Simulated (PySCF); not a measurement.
## Dipole response of As²⁺ (arsenic, charge +2)

[Ar] 3d10 4s2 4p1, 2P determinant. Computed with PySCF 2.14 in x2c-QZVPPall with one added diffuse shell each of s, p, d, f type (12s9p6d5f1g, 113 functions), with scalar relativity by spin-free X2C-1e. Coupled (time-dependent) response in atomic units; α is the mean over directions.

```csv
method,mean α (bohr³),"α xx, yy, zz",C₆ (like pair),S(−4)
UHF,10.86,"10.91, 10.76, 10.91",48.85,41.92
PBE,10.11,"9.978, 10.37, 9.978",44.58,35.41
PBE0,10.26,"10.20, 10.38, 10.20",45.42,36.52
r2SCANh,10.27,"10.21, 10.38, 10.21",46.75,34.64
```

S(−4) is the Cauchy moment in α(ω) = α(0) + S(−4) ω² + …

Spin-orbit coupling is absent.

α(iu) at UHF:

| u (hartree) | α(iu) (bohr³) |
| --- | --- |
| 0 | 10.86 |
| 0.0500 | 10.75 |
| 0.100 | 10.46 |
| 0.200 | 9.430 |
| 0.300 | 8.136 |
| 0.500 | 5.745 |
| 0.750 | 3.773 |
| 1.00 | 2.644 |
| 1.50 | 1.548 |
| 2.00 | 1.059 |
| 3.00 | 0.6313 |
| 5.00 | 0.3324 |

A single London oscillator, α(iu) = α/(1 + u²/ω²), gives C₆ = (3/4) ω α². Matching the computed C₆ needs ω = 4 × 48.85 / (3 × 10.86²) = 0.552 hartree.

For an ion, C₆ is the dispersion term alone; charge-induced terms of lower order in 1/R come first.

The components differ because the open shell of this determinant is not spherical; for a pure term their mean is the scalar polarisability.
